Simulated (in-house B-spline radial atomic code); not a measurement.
Radial electron density of Os2+, [Kr] 4d10 4f14 5s2 5p5 5d7. Method: Dirac-Kohn-Sham LDA VWN5, spherical fractional occupations, Fermi nucleus of rms radius 5.4126 fm, inside a hard spherical wall at 1.92 bohr. Calculated with a B-spline radial code for spherical atoms.

Columns: r (bohr), 4πr²n(r) (electrons per bohr), bar.

```
0.000561    3.593 #
0.000678     4.85 ##
0.000819    6.513 ##
 0.00099    8.712 ###
  0.0012    11.63 ####
 0.00145    15.36 #####
 0.00175    20.07 ######
 0.00211    25.95 ########
 0.00255    33.27 ##########
 0.00308    42.04 #############
 0.00372    52.23 ################
  0.0045     63.7 ####################
 0.00544    75.78 ########################
 0.00657    87.55 ############################
 0.00794    97.87 ###############################
 0.00959    105.3 #################################
  0.0116    108.6 ##################################
   0.014    107.4 ##################################
  0.0169    102.9 ################################
  0.0204    97.82 ###############################
  0.0247    96.36 ##############################
  0.0299    102.2 ################################
  0.0361    115.4 ####################################
  0.0436    130.8 #########################################
  0.0527    139.7 ############################################
  0.0636    135.6 ###########################################
  0.0769    121.3 ######################################
  0.0929    110.2 ###################################
   0.112    113.4 ####################################
   0.136    126.2 ########################################
   0.164    127.1 ########################################
   0.198    105.6 #################################
   0.239    77.81 ########################
   0.289    68.47 ######################
    0.35    77.65 ########################
   0.422    80.83 #########################
    0.51    65.54 #####################
   0.617    43.18 ##############
   0.745    29.21 #########
   0.901    24.78 ########
    1.09    22.29 #######
    1.31    16.08 #####
    1.59    5.865 ##
     1.9   0.0241
```

On this grid the curve has 4 maxima, near 0.0116, 0.0527, 0.164, 0.422 bohr.

The 5p3/2 radial function P(r) = rR(r), positive near the nucleus, with its small component Q(r) (sign convention: Q ≈ (P' + κP/r)/2c):

```json
{"r (bohr)": "0.00099", "P": "0.001292", "Q": "-0.0001834"}
{"r (bohr)": "0.00145", "P": "0.002643", "Q": "-0.0003752"}
{"r (bohr)": "0.00211", "P": "0.005297", "Q": "-0.0007534"}
{"r (bohr)": "0.00308", "P": "0.01055", "Q": "-0.001505"}
{"r (bohr)": "0.0045", "P": "0.02069", "Q": "-0.002964"}
{"r (bohr)": "0.00657", "P": "0.03948", "Q": "-0.005693"}
{"r (bohr)": "0.00959", "P": "0.07249", "Q": "-0.01057"}
{"r (bohr)": "0.014", "P": "0.1257", "Q": "-0.01867"}
{"r (bohr)": "0.0204", "P": "0.199", "Q": "-0.03059"}
{"r (bohr)": "0.0299", "P": "0.2747", "Q": "-0.04522"}
{"r (bohr)": "0.0436", "P": "0.292", "Q": "-0.0561"}
{"r (bohr)": "0.0636", "P": "0.1603", "Q": "-0.05214"}
{"r (bohr)": "0.0929", "P": "-0.1491", "Q": "-0.02441"}
{"r (bohr)": "0.136", "P": "-0.4135", "Q": "0.01572"}
{"r (bohr)": "0.198", "P": "-0.2104", "Q": "0.03214"}
{"r (bohr)": "0.289", "P": "0.4141", "Q": "0.008497"}
{"r (bohr)": "0.422", "P": "0.5602", "Q": "-0.0184"}
{"r (bohr)": "0.617", "P": "-0.2552", "Q": "-0.01341"}
{"r (bohr)": "0.901", "P": "-1.09", "Q": "0.004162"}
{"r (bohr)": "1.31", "P": "-0.9956", "Q": "0.00997"}
{"r (bohr)": "1.9", "P": "-0.03553", "Q": "0.006618"}
```
